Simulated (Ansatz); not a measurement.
The lowest doublet and quartet of NO (SMILES [N]=O); geometries from B3LYP-D3(BJ)/def2-TZVP, each state relaxed from the structure named, with no frequency check.
Doublet (charge 0, multiplicity 2):
```xyz
2

N      0.00000     0.00000    -0.61063
O      0.00000     0.00000     0.53430
```

| level | gap E(doublet) − E(quartet), vertical, at the doublet's geometry (kJ/mol) | cost |
|---|---|---|
| U-HF/cc-pVDZ | -448.0 | - |
| U-HF/cc-pVTZ | -442.9 | - |
| U-PBE/def2-TZVPP | -590.5 | ×1 |
| U-PBE0/def2-TZVPP | -581.1 | ×0.9 |
| U-BHLYP/def2-TZVPP | -582.8 | ×1 |
| U-wB97X-V/def2-TZVPP | -611.1 | ×4 |
| U-MP2/cc-pVDZ | -686.8 | - |
| U-MP2/cc-pVQZ | -692.0 | - |
| U-CCSD(T)/cc-pVDZ | -661.8 | ×1 |
| U-CCSD(T)/cc-pVQZ | -661.9 | ×10 |
| U-CCSDT/cc-pVDZ | -662.1 | - |
| SA-CASSCF(11,8)/cc-pVDZ | -648.2 | - |
| SA-CASSCF(11,8)/cc-pVTZ | -649.1 | - |
| SA-CASSCF(11,8)/cc-pVQZ | -648.4 | - |
| SC-NEVPT2 on SA-CASSCF(11,8)/cc-pVDZ | -621.9 | - |
| SC-NEVPT2 on SA-CASSCF(11,8)/cc-pVTZ | -622.7 | - |
| SC-NEVPT2 on SA-CASSCF(11,8)/cc-pVQZ | -623.1 | - |
| FIC-NEVPT4(SD) on SA-CASSCF(11,8)/cc-pVDZ | -618.2 | - |
| FIC-NEVPT4(SD) on SA-CASSCF(11,8)/cc-pVTZ | -621.0 | - |
| FIC-MRCISD+Q on SA-CASSCF(11,8)/cc-pVQZ | -623.2 | - |

The rows run from -692.0 (U-MP2/cc-pVQZ) to -442.9 kJ/mol (U-HF/cc-pVTZ). From cc-pVDZ to cc-pVQZ U-CCSD(T) changes by -0.1. The 4 U-functionals in def2-TZVPP without D3 or D4 span 30.0, from U-wB97X-V to U-PBE0.

A positive gap puts the quartet lower; no zero-point energy. U- takes an unrestricted doublet. The quartet is unrestricted in single-reference levels. Active spaces average the two states. CCSD(T) and the multireference levels part by over 6 kcal/mol here: they may describe different states of a spin, or one family misses.

Frozen-core correlation.

Programs: Ansatz (an electronic-structure program). 

Costs are rough ratios of core time to U-PBE/def2-TZVPP (about 1.6 s over the structures, on one shared machine); a dash marks a level with no comparable run of its own.
